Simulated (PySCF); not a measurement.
C4H10OSi. Atoms are numbered in the order given.

```xyz
16

C      0.0518     1.5528     1.0546
C     -0.0219     0.2652     0.2550
Si     1.6096    -0.1932    -0.6305
C     -0.7491    -0.9248     0.9370
C     -1.7025    -0.8514    -0.2667
O     -1.0668     0.3338    -0.7715
H      0.7781     1.4592     1.8789
H     -0.9360     1.7929     1.4818
H      0.3600     2.3965     0.4168
H      1.3987    -1.4597    -1.3888
H      1.9935     0.8978    -1.5703
H      2.7160    -0.4013     0.3546
H     -1.2070    -0.6569     1.9010
H     -0.1830    -1.8599     1.0585
H     -2.7702    -0.6857    -0.0416
H     -1.6191    -1.6987    -0.9715
```
Charge 0, spin multiplicity 1.

Geometry: B3LYP-D3(BJ)/def2-SVP. The structure was generated by enumeration; whether it is a known compound was not checked.

These are KT2/pcSseg-1 (PySCF) values and carry that method's errors.

GIAO shieldings, no solvent; atoms listed in one row are averaged. δ = σ(ref) − σ: ¹³C against TMS (σ = 185.1 ppm); ²⁹Si against TMS (σ = 361.9 ppm); ¹⁷O against H2O (σ = 330.4 ppm); ¹H against TMS (σ = 31.47 ppm), references at their B3LYP-D3(BJ)/def2-TZVP geometries, non-relativistic.

Computed chemical shifts:
| nucleus | atoms | count | δ (ppm) |
|---|---|---|---|
| ¹³C | C2 | 1 | 86.5 |
| ¹³C | C5 | 1 | 71.8 |
| ¹³C | C4 | 1 | 39.2 |
| ¹³C | C1 | 1 | 33.7 |
| ²⁹Si | Si3 | 1 | -69.2 |
| ¹⁷O | O6 | 1 | 72.0 |
| ¹H | H16 | 1 | 5.12 |
| ¹H | H15 | 1 | 4.91 |
| ¹H | H10, H11, H12 | 3 | 4.21 |
| ¹H | H14 | 1 | 2.98 |
| ¹H | H13 | 1 | 2.76 |
| ¹H | H7, H8, H9 | 3 | 1.93 |
